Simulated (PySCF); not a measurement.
C6H10NO (doublet state).
Cartesian coordinates in Å at the GFN2-xTB level; atoms count from 1:
```xyz
18
C6H10NO angstrom
C     -2.200    1.135    0.013
C     -1.067    0.155   -0.019
C     -1.391   -1.206    0.530
C      0.116    0.482   -0.538
C      1.313   -0.398   -0.607
N      2.282   -0.019    0.466
C      3.542    0.273    0.287
O      4.262    0.329   -0.674
H     -1.921    2.079   -0.448
H     -3.061    0.727   -0.515
H     -2.504    1.325    1.042
H     -1.603   -1.898   -0.285
H     -0.570   -1.615    1.114
H     -2.272   -1.157    1.165
H      0.269    1.487   -0.908
H      1.058   -1.452   -0.482
H      1.850   -0.266   -1.548
H      1.889    0.027    1.394
```

The hyperfine couplings belong to this conformer and change with its torsions.

The species is `CC(C)=CCN[C]=O` [radical].

Method used: PySCF, UKS B3LYP, pcH-1 on C H N O, non-relativistic, mean-field spin-orbit, GIAO. Isolated species at its GFN2-xTB geometry (one conformer only). GFN2-xTB frequencies show an imaginary mode (42i cm⁻¹), so this geometry is no minimum at that level. The geometry wasn't refined by DFT: couplings that depend on bond lengths, twists or pyramidal angles can differ widely from those at the functional's own minimum. No stability test was run, so a lower SCF solution isn't excluded.

(1) What are g_iso and the isotropic 13C coupling of C7?

(2) Take this nucleus alone (I = 1/2, g_N = 1.4048) with S = 1/2. Where do its 2 lines fall at 9.371 GHz to first order, to second order and exactly?

(3) What g and a would be read from the two outer exact lines by first-order rules?

## Answers

(1) g_iso = 2.00171 and a = +418.49 MHz, or +14.937 mT (Mulliken spin population +0.66). 13C makes up about 1.07 % of the natural element, so this concerns labelled samples or satellites.

(2) B0 = hν/(g μB) = 334.482 mT and a/B0 = 0.0447. B(1) = B0 − a·mI, B(2) = B(1) − a²[I(I+1) − mI²]/(2B0); the exact values solve the Breit–Rabi equation, nuclear Zeeman term included.

```
  mI  first order (mT)  second order (mT)  exact (mT)  exact − first order
−1/2           341.951            341.784     341.788               -0.163
+1/2           327.014            326.847     326.843               -0.171
```

(3) Their midpoint, 334.315 mT, gives an apparent g of 2.00271 (true 2.00171), and their distance over 2I an apparent |a| of 14.945 mT (true 14.937).

Other couplings of abundant isotopes, left aside here: 1 × 14N 69 MHz, 1 × 1H 11 MHz, 2 × 1H 5 MHz, 3 × 1H 2 MHz, 3 × 1H 2 MHz.

Means are taken over nuclei equivalent by connectivity, which assumes that they swap fast.

The run took 85 s wall (with the writing of density and orbital grids) on an Arm Neoverse V2 with one thread, shared host with 96 logical CPUs at a one-minute load of 37, and the process peaked at 0.98 GiB of memory.
